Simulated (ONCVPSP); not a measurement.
**u(r) = r·R(r): atom against pseudo-atom (palladium)**

Columns: radius, all-electron u(r) and pseudo u(r) of the 4d shell (level -4.05 eV) of palladium in the configuration [Ar] 3d10 4s2 4p6 4d10; PBE, scalar-relativistic, ONCV scheme, ONCVPSP 4.0.1.

```tsv
r (bohr)	all-electron	pseudo
0.103	-0.1977	0.0030
0.205	-0.4066	0.0224
0.308	-0.3360	0.0713
0.410	-0.0999	0.1539
0.513	0.1752	0.2688
0.615	0.4154	0.4032
0.718	0.6010	0.5444
0.820	0.7258	0.6732
0.923	0.8004	0.7780
1.025	0.8346	0.8478
1.128	0.8400	0.8813
1.230	0.8259	0.8811
1.332	0.7993	0.8548
1.435	0.7648	0.8108
1.538	0.7261	0.7584
1.640	0.6861	0.7051
1.743	0.6456	0.6543
1.845	0.6063	0.6090
1.948	0.5680	0.5684
2.050	0.5319	0.5319
2.153	0.4974	0.4974
2.255	0.4653	0.4652
2.358	0.4348	0.4348
2.460	0.4066	0.4066
2.562	0.3803	0.3802
2.665	0.3555	0.3554
```

(1) How many radial nodes do the two functions have?

(2) At about which radius was the pseudo-wave matched?

(3) Is the pseudo-wave norm-conserving?

Results:

(1) The all-electron 4d function has n − l − 1 = 1; the pseudo-wave has 0, since the states of the same l below it are removed with the core.

(2) 2.05 bohr, where the columns begin to agree (steps of 0.10 bohr).

(3) Yes: the ONCV scheme keeps the norm inside the radius equal to the all-electron one, which fixes the energy derivative of the logarithmic derivative at the level.
